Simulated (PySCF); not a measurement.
Calculation: PySCF 2.14.0 with B3LYP-D3(BJ)/def2-TZVP // PBE0-D4/def2-TZVP. Gas-phase values, no solvent. One relaxed conformer stands for a flexible species; it need not be the lowest. B3LYP has the VWN-RPA correlation part, as in Gaussian. 

Reference species (SMILES): `O[SiH2][AlH2]` (neutral, multiplicity 1).

```yaml
LUMO: -2.30 eV
HOMO–LUMO gap: 4.75 eV
```

Changed species: `[C-]#[N+][SiH2]O` (X = isocyano; the reference has X = AlH2).

What does the change do to the LUMO and HOMO–LUMO gap?

the LUMO increases by 1.32 eV, to -0.98 eV; the HOMO–LUMO gap rises by 3.01 eV, to 7.76 eV.
